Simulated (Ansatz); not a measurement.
System: NbO$_{3}$, charge 0, multiplicity 2. The spin state was set by rule; other spins were not relaxed. SMILES: [O]=[Nb](=[O])=[O]
Geometry: optimised at B3LYP-D3(BJ)/def2-TZVP (Ansatz, a program for electronic structure).

Wanted: atomisation energy (electronic, to ground-state atoms), in kJ/mol. Cores are frozen in the correlated levels unless marked. UHF or UKS for open shells. Spin-orbit coupling is left out. Frozen are the shells of the preceding noble gas and the d and f shells that filled before the atom's block. Past Kr the def2 sets carry scalar-relativistic core potentials. The coupled-cluster limit lacks core correlation, which all-electron functionals hold. Basis-set limits of correlation are two-point, X^-3; Hartree-Fock from the larger set. [CCSD(T)-MP2]/basis is that difference in the basis named.

```
level                                                              program  atomisation energy (kJ/mol)
----------------------------------------------------------  --------------  ---------------------------
PBE/def2-TZVPD                                                      Ansatz                       1947.6
B3LYP/def2-TZVPD                                                    Ansatz                       1782.8
r2SCANh/def2-TZVPD                                                  Ansatz                   (withheld)
CAM-B3LYP-D3(BJ)/def2-TZVPD                                 Ansatz + dftd3                       1782.9
CAM-B3LYP-D4/def2-TZVPD                                     Ansatz + dftd4                       1784.4
LC-wPBE-D3(BJ)/def2-TZVPD                                   Ansatz + dftd3                       1748.7
LC-wPBE-D4/def2-TZVPD                                       Ansatz + dftd4                       1751.6
LC-wPBE/def2-TZVPD                                                  Ansatz                       1741.7
B2GP-PLYP/def2-TZVPD                                                Ansatz                   (withheld)
RPA@PBE/def2-TZVPP                                                  Ansatz                       1619.7
RPA@PBE/def2-QZVPP                                                  Ansatz                       1653.1
RI-MP2/CBS(def2-TZVPP,def2-QZVPP)+[CCSD(T)-MP2]/def2-TZVPP          Ansatz                   (withheld)
```

### Question
Complete the blanks.

### Answer

- r2SCANh/def2-TZVPD, atomisation energy (kJ/mol): 1743.8
- B2GP-PLYP/def2-TZVPD, atomisation energy (kJ/mol): 1798.7
- RI-MP2/CBS(def2-TZVPP,def2-QZVPP)+[CCSD(T)-MP2]/def2-TZVPP, atomisation energy (kJ/mol): 1805.7
